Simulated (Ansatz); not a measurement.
Reaction (ligand exchange at a Ti–F bond): `[F][Ti]12345678([Cl])([C@H]9[C@@H]1[C@@H]2[C@@H]3[C@H]94)[C@H]1[C@@H]5[C@@H]6[C@@H]7[C@H]18` + HCl → `[Cl][Ti]12345678([Cl])([C@H]9[C@@H]1[C@@H]2[C@@H]3[C@H]94)[C@H]1[C@@H]5[C@@H]6[C@@H]7[C@H]18` + H–F

Program: Ansatz. Geometries: PBE0-D4/def2-TZVP. ΔE: electronic, gas phase. CCSD(T)/CBS adds triple-zeta CCSD(T) − MP2 to the extrapolated MP2 energy (def2 sets, frozen cores). This one scheme is used for every species. Functionals use def2-TZVPP. B3LYP here is the variant with VWN-RPA as its local correlation; programs differ in this. HSE06 is defined as in plane-wave codes. For Ti outer-core shells are correlated without core-valence functions, which leaves a few kJ/mol of doubt a bond. Scalar relativity is left out up to krypton.

```
             level  ΔE (kJ/mol)  difference from CCSD(T)/CBS
       LDA (SPW92)          8.9                         18.4
            PBE-D4          8.5                         18.0
         revPBE-D4          4.3                         13.8
           BLYP-D4         14.3                         23.8
         r2SCAN-D4         14.6                         24.1
            B97M-V         15.5                         25.0
           PBE0-D4          1.7                         11.2
          B3LYP-D4         10.2                         19.7
        r2SCANh-D4         11.3                         20.8
        r2SCAN0-D4          6.9                         16.4
          HSE06-D4          1.2                         10.7
          BHLYP-D4          7.3                         16.8
      CAM-B3LYP-D4         19.2                         28.7
           ωB97X-V         15.3                         24.8
           ωB97M-V          9.3                         18.8
            B2PLYP          2.5                         12.0
          PBE-QIDH        -11.6                         -2.1
               PBE         16.8                         26.3
            revPBE         20.2                         29.7
              BLYP         30.7                         40.2
            r2SCAN         16.9                         26.4
           r2SCANh         13.8                         23.3
           r2SCAN0          9.7                         19.2
             HSE06          8.5                         18.0
             BHLYP         19.6                         29.1
         CAM-B3LYP         27.4                         36.9
           LC-ωPBE         21.6                         31.1
RPA@PBE/def2-TZVPP          7.3                         16.8
       HF/def2-SVP         21.9                         31.4
      MP2/def2-SVP        -18.5                         -9.0
     CCSD/def2-SVP         12.2                         21.7
     HF/def2-TZVPP         23.8                         33.3
    MP2/def2-TZVPP        -33.0                        -23.5
SCS-MP2/def2-TZVPP        -17.2                         -7.7
CCSD(T)/def2-TZVPP         -1.4                          8.1
     HF/def2-QZVPP         23.9                         33.4
    MP2/def2-QZVPP        -37.6                        -28.1
SCS-MP2/def2-QZVPP        -21.6                        -12.1
      HF/CBS(def2)         23.9                         33.4
     MP2/CBS(def2)        -41.1                        -31.6
       CCSD(T)/CBS         -9.5                            0
```

Largest T1 diagnostic among the species: 0.018.

In def2-TZVPP, CCSD(T) changes the Hartree–Fock value by −25.2 kJ/mol (the triples alone add −9.6 kJ/mol) and MP2 by −56.8 kJ/mol. The D4 term adds −13.4 kJ/mol with B3LYP and −7.5 kJ/mol with PBE0; it sums over pairs of atoms, weighted by their polarisabilities, and B3LYP, whose exchange is more repulsive, gets the larger term. Leaving LDA and LC-ωPBE aside and taking each functional with its dispersion term where it has one, the values spread over 30.9 kJ/mol, from PBE-QIDH to CAM-B3LYP-D4. LDA lies −7.9 kJ/mol from PBE without D4.

CCSD(T)/CBS has its own doubt, a few kJ/mol and more with outer-core shells, so smaller differences from it don't rank the levels.
